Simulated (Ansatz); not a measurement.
The same ligand exchange along the group B, Al, Ga, In.

Program: Ansatz. Geometries: PBE0-D4/def2-TZVP. ΔE: electronic, gas phase. CCSD(T)/CBS adds triple-zeta CCSD(T) − MP2 to the extrapolated MP2 energy (def2 sets, frozen cores). This one scheme is used for every species. DFT in def2-TZVPP. def2 core potentials past Kr. For Ga, In outer-core shells are correlated without core-valence functions, which leaves a few kJ/mol of doubt a bond. Scalar relativity is left out up to krypton. One conformer a species, not always the lowest.

```json
{"reaction": "`B[SiH2]N` + `N[SiH](O)O` → `N[SiH2]O[SiH](N)O` + BH₃", "CCSD(T)/CBS(def2) (kJ/mol)": "?"}
{"reaction": "`N[SiH2][AlH2]` + `N[SiH](O)O` → `N[SiH2]O[SiH](N)O` + `[AlH3]`", "CCSD(T)/CBS(def2) (kJ/mol)": "-136"}
{"reaction": "`N[SiH2][GaH2]` + `N[SiH](O)O` → `N[SiH2]O[SiH](N)O` + `[GaH3]`", "CCSD(T)/CBS(def2) (kJ/mol)": "-120"}
{"reaction": "`N[SiH2][InH2]` + `N[SiH](O)O` → `N[SiH2]O[SiH](N)O` + `[InH3]`", "CCSD(T)/CBS(def2) (kJ/mol)": "-107"}
```

Task: Fill in the missing values. (An estimate is asked.)

Result: Ansatz gave: `B[SiH2]N` + `N[SiH](O)O` → `N[SiH2]O[SiH](N)O` + BH₃: -151.9 kJ/mol.

Largest T1 diagnostic: 0.014, for `[InH3]`.
